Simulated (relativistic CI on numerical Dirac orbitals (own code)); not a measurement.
## Electric-dipole transitions in Ir⁵⁰⁺

Method of calculation: Dirac-Coulomb-Breit CI, separate exchange-only KLI orbitals for each configuration, QED by a radiative potential, unscaled Slater integrals (own radial code, finite nucleus).

Configurations in the expansion (outside the closed core [Ne]): 3s2 3p6 3d9, 3s2 3p5 3d10, 3s 3p6 3d10, 3s2 3p6 3d8 4s, 3s2 3p6 3d8 4p, 3s2 3p4 3d10 4s, 3s2 3p6 3d8 4d, 3s2 3p4 3d10 4p, 3s2 3p5 3d9 4s, 3s2 3p6 3d8 4f, 3s2 3p4 3d10 4d, 3s 3p5 3d10 4s, 3s2 3p5 3d9 4p, 3s 3p5 3d10 4p, 3s2 3p6 3d7 4s2, 3s2 3p5 3d9 4d. Levels of other configurations are missing.

```csv
λ vac (Å),Lower,Upper,A (s⁻¹),E lower (Ry),E upper (Ry)
5.1544,3s2 3p6 3d9 2D_5/2 [1],3s2 3p6 3d8 4f 2F°_7/2 [182],2.97e+13,0.000,176.793
5.1711,3s2 3p6 3d9 2D_5/2 [1],3s2 3p6 3d8 4f 2F°_5/2 [181],5.12e+13,0.000,176.223
5.1760,3s2 3p6 3d9 2D_5/2 [1],3s2 3p6 3d8 4f 2F°_7/2 [180],1.42e+14,0.000,176.055
5.1817,3s2 3p6 3d9 2D_5/2 [1],3s2 3p6 3d8 4f 2F°_5/2 [177],1.05e+14,0.000,175.862
5.2019,3s2 3p6 3d9 2D_5/2 [1],3s2 3p6 3d8 4f 2P°_3/2 [174],1.03e+14,0.000,175.180
5.5006,3s2 3p6 3d9 2D_5/2 [1],3s2 3p5 3d9 4s 2F°_7/2 [92],2.38e+13,0.000,165.666
25.100,3s2 3p6 3d8 4s 2F_7/2 [7],3s2 3p5 3d9 4s 2D°_5/2 [112],2.80e+12,131.391,167.696
25.124,3s2 3p6 3d8 4s 4F_9/2 [6],3s2 3p5 3d9 4s 4D°_7/2 [106],2.65e+12,131.151,167.422
25.535,3s2 3p6 3d9 2D_5/2 [1],3s2 3p5 3d10 2P°_3/2 [3],1.90e+12,0.000,35.687
43.536,3s2 3p6 3d8 4p 4G°_7/2 [26],3s2 3p6 3d8 4d 4H_9/2 [90],9.91e+11,144.594,165.526
43.649,3s2 3p6 3d8 4p 2G°_9/2 [20],3s2 3p6 3d8 4d 2H_11/2 [64],9.93e+11,138.827,159.704
43.897,3s2 3p6 3d8 4p 2H°_9/2 [32],3s2 3p6 3d8 4d 2I_11/2 [100],9.81e+11,145.720,166.479
52.425,3s2 3p6 3d8 4s 4F_9/2 [6],3s2 3p6 3d8 4p 4F°_9/2 [36],3.58e+11,131.151,148.534
52.505,3s2 3p6 3d8 4s 2D_5/2 [8],3s2 3p6 3d8 4p 2F°_7/2 [40],5.31e+11,131.920,149.276
52.963,3s2 3p6 3d8 4s 2F_7/2 [7],3s2 3p6 3d8 4p 2D°_5/2 [38],5.46e+11,131.391,148.596
53.028,3s2 3p6 3d8 4s 4P_5/2 [13],3s2 3p6 3d8 4p 4D°_7/2 [52],5.45e+11,137.786,154.971
53.040,3s2 3p6 3d8 4s 2F_7/2 [7],3s2 3p6 3d8 4p 2F°_7/2 [37],3.89e+11,131.391,148.572
53.144,3s2 3p6 3d8 4s 4F_7/2 [11],3s2 3p6 3d8 4p 4G°_9/2 [47],5.90e+11,137.040,154.187
53.178,3s2 3p6 3d8 4s 4F_9/2 [6],3s2 3p6 3d8 4p 4G°_11/2 [35],5.90e+11,131.151,148.288
53.555,3s2 3p6 3d8 4s 2G_9/2 [16],3s2 3p6 3d8 4p 2H°_11/2 [55],5.80e+11,138.202,155.218
```

Terms are leading LS components. Brackets give the number of a level in order of energy, since labels repeat. The list gives strong lines, with weight on those to low levels, without lines whose two gauges differ by over a factor of 2.5, among the lowest 200 of 499 levels, so that lines to higher ones, which can be the strongest, are missing. Levels whose partners in the same complex of configurations lie outside the list can be far off, and so can their lines. Rates are taken at the computed energies, electric ones in the length gauge.

At this charge energies of transitions that change n are usually good to better than 1 %, and those within a shell (Δn = 0) to a few per cent.

LS names give the leading component of a level, which can be under half, so a name can repeat, a term be missing and a line seem to break the LS rules.
